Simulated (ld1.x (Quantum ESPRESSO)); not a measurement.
How hard is this In (Z = 49) TM potential?

```
Element                 : In (Z = 49)
Generator               : ld1.x (Quantum ESPRESSO) 7.5
Type                    : norm-conserving Troullier–Martins (Kleinman–Bylander form)
Functional              : PBE
Relativity              : scalar-relativistic
Frozen core             : [Kr] 4d10
Valence charge          : 3
Reference configuration : 5s2 5p0.75 (charge +0.25)
Partial waves           : 5s (bound): rc 1.80 bohr; 5d channel at 0.1 Ry: rc 2.25 bohr; 5p (bound): rc 2.75 bohr
Local potential         : the p channel
Core correction         : Bessel-smoothed model core inside 1.40 bohr
```

The pseudo-atom Hamiltonian at the reference potential is diagonalised in spherical Bessel functions j_l(qr) that vanish at 20 bohr, with q² up to the cutoff. All-electron valence levels (Ry): 5s -0.7167, 5p -0.2841.

Problem. How do the lowest levels (Ry) of each channel move with the cutoff, and are there ghosts?

Solution.

```
cutoff (Ry)     s #1     d #1     p #1    f #1    f #2  Σ f·Δε (mRy)
          8  -0.7028  -0.0093  -0.2820  0.0643  0.1774          29.4
         12  -0.7040  -0.0095  -0.2839  0.0643  0.1774          25.5
         18  -0.7109  -0.0101  -0.2840  0.0643  0.1774          11.6
         25  -0.7147  -0.0107  -0.2841  0.0643  0.1774           3.9
         30  -0.7151  -0.0117  -0.2841  0.0643  0.1774           3.2
         40  -0.7158  -0.0215  -0.2841  0.0643  0.1774           1.8
         50  -0.7165  -0.4931  -0.2841  0.0643  0.1774           0.5
         60  -0.7165  -1.3629  -0.2841  0.0643  0.1774           0.4
        400  -0.7167  -2.0531  -0.2841  0.0643  0.1774           0.0
```

Result: ghost state, extra bound levels that the all-electron valence spectrum of the same l lacks: d at -27.9 eV (a true bound ghost makes a file unfit for plane-wave use); 10 mRy is reached at 21 Ry and 1 mRy at 50 Ry.
